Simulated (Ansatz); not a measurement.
Reaction (substitution at a C–Si bond): `OC[SiH2][AsH2]` + `CB(O)S` → `CB(O)SCO` + `[SiH3][AsH2]`

Gas-phase electronic energies from Ansatz, PBE0-D4/def2-TZVP geometries. CCSD(T)/CBS adds triple-zeta CCSD(T) − MP2 to the extrapolated MP2 energy (def2 sets, frozen cores). For As outer-core shells are correlated without core-valence functions, which leaves a few kJ/mol of doubt a bond. Scalar relativity is left out up to krypton. One conformer a species, not always the lowest.

| species | CCSD/def2-TZVPP energy (Eh) |
| --- | --- |
| `OC[SiH2][AsH2]` | -2640.84800 |
| `CB(O)S` | -538.75937 |
| `CB(O)SCO` | -653.10214 |
| `[SiH3][AsH2]` | -2526.49553 |

(1) Work out ΔE.

Largest T1 diagnostic among the species: 0.012.

Answers

(1) ΔE = (-653.10214) + (-2526.49553) − (-2640.84800) − (-538.75937) = 0.00970 Eh = +25.5 kJ/mol. CCSD(T)/CBS gives +22.6 kJ/mol.

In def2-TZVPP, CCSD(T) changes the Hartree–Fock value by −4.2 kJ/mol (the triples alone add −2.7 kJ/mol) and MP2 by −4.4 kJ/mol. From PBE to PBE0 (25 % exact exchange), in def2-TZVPP and without D4, ΔE moves by +3.3 kJ/mol.
